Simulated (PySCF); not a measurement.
## From computed data to an observable: chemical shift, span and skew from a shielding tensor

benzenedithiol (C6H6S2), SMILES c1c(S)ccc(c1)S. Atoms are numbered in the order given.

```xyz
14

S     -3.1741    -0.0011     0.0812
C     -1.4098     0.0002    -0.0030
C     -0.6958    -0.0003    -1.2053
C      0.6958     0.0003    -1.2053
C      1.4098    -0.0002    -0.0030
S      3.1741     0.0011     0.0812
C      0.6944    -0.0004     1.2012
C     -0.6944     0.0004     1.2012
H     -3.3940     0.0150    -1.2492
H     -1.2260    -0.0011    -2.1608
H      1.2260     0.0011    -2.1608
H      3.3940    -0.0150    -1.2492
H      1.2300    -0.0010     2.1538
H     -1.2300     0.0010     2.1538
```

Coordinates come from a PBE0-D3(BJ)/def2-SVP optimisation. Other conformers were not sampled.

GIAO shieldings from PBE0/pcSseg-1 in PySCF, non-relativistic, no solvent. The symmetric part of the tensor of C3 has the principal values -47.3, 56.7, 148.1 ppm. The same nucleus in TMS has σ = 186.3 ppm at this level (PySCF, at its B3LYP-D3(BJ)/def2-TZVP geometry).

Work out the isotropic shielding, the ¹³C shift against TMS, the span and the skew.


σ(iso) = (σ11 + σ22 + σ33)/3 = 52.5 ppm. δ = σ(ref) − σ(iso) = 186.3 − (52.5) = 133.8 ppm.
Span Ω = σ33 − σ11 = 195.4 ppm. Skew κ = 3(σ(iso) − σ22)/Ω = -0.06. Tumbling in solution averages the tensor to δ; in a static solid the shielding alone would spread this spin-1/2 line over Ω.
